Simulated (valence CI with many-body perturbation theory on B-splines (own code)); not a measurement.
The numbers below are computed, except where a source is named.
## Co6+: magnetic and hyperfine properties of the levels

Method: configuration interaction combined with many-body perturbation theory (CI+MBPT): three valence electrons over a frozen Dirac-Fock core [Ar], a basis of 9 s, 9 p, 10 d, 8 f, 5 g, 3 h, 1 i functions for each j, with the one-electron correlation potential Σ1, the two-electron term Σ2, the three-electron term Σ3, Breit, model QED; selected CI, second order for the rest, scaled by the run's own slope (own B-spline code, finite nucleus).

Set against measurement, 6 paired levels are off by 282 cm⁻¹ on average, the worst by 613. These come from a selection out of Sugar and Corliss, J. Phys. Chem. Ref. Data 10, 1097 (1981). Levels without a partner in it may be off by more, other configurations by 1,000 to 8,000 cm⁻¹. The list stops below the first excitations out of the core. Only levels of the ground parity were solved; by the run's estimate the other parity begins above the list, which can be wrong where configurations are misplaced.

A/g_I is the dipole constant over the nuclear g factor μ/I (μ in nuclear magnetons, uniformly magnetised nucleus), B/Q the quadrupole constant per barn. Both hold the static response of the core; the bare values leave it out. Large factors of s and p1/2 electrons are usually good to 5 to 10 %; those of open d and f shells near neutrality can be off by tens of per cent, and small factors of p3/2, d and f electrons come from cancelling terms and can be off by a factor of two or in sign, in half-filled shells by more. B is blank for J = 1/2, where it vanishes, and for nearly pure S terms. Energies count from the lowest level.

Names give the largest LS component (configuration and term), which can be under half, so a name can repeat, a term be missing and a line seem to break the LS rules; names also repeat where a configuration has a term twice. Letters in brackets count levels of one name in rising energy.

```
         Level  E (cm⁻¹)      g  A/g_I (MHz)  A/g_I bare  B/Q (MHz/b)  B/Q bare
    3d3 4F_3/2         0  0.399         1390        1230         -267      -278
    3d3 4F_5/2       702  1.028          725         752         -264      -276
    3d3 4F_7/2      1623  1.238          525         616         -369      -385
    3d3 4F_9/2      2719  1.333          463         583         -546      -570
    3d3 4P_1/2     21609  2.643        -1280        -761                       
    3d3 4P_3/2     21847  1.718          266         510         -610      -635
    3d3 4P_5/2     22800  1.599         55.5         255          768       799
    3d3 2G_7/2     22969  0.889          936         924          413       434
    3d3 2G_9/2     23872  1.105          690         741          514       538
    3d3 2P_3/2     29940  1.115          832         890         -707      -739
    3d3 2P_1/2     30354  0.693          207         111                       
    3d3 2H_9/2     31585  0.915          820         814         1450      1510
   3d3 2H_11/2     32182  1.090          713         761         1630      1700
3d3 2D_5/2 [a]     32873  1.201          575         656         -552      -580
3d3 2D_3/2 [a]     33154  1.032          693         720         82.9      81.5
    3d3 2F_7/2     52056  1.142          688         754          521       546
    3d3 2F_5/2     52564  0.857          794         767          530       555
3d3 2D_5/2 [b]     81566  1.199          497         577         1290      1340
3d3 2D_3/2 [b]     82012  0.799         1260        1220          963      1000
 3d2 4s 4F_3/2    357980  0.399        -1060        -872          279       291
 3d2 4s 4F_5/2    358680  1.027         1500        1450          274       285
 3d2 4s 4F_7/2    359720  1.237         1970        1890          392       408
 3d2 4s 4F_9/2    361050  1.333         2000        1920          594       618
```

Question: Take the isotope of mass number 60, with I = 5, μ = 3.799 μN and Q = 0.46 b. What is the hyperfine structure of 3d3 4F_3/2?

Answer: From the table A = 1060 MHz, B = -123 MHz. Shifts from the centre of gravity in MHz: F = 7/2: -9590, F = 9/2: -4740, F = 11/2: 1110, F = 13/2: 7920.
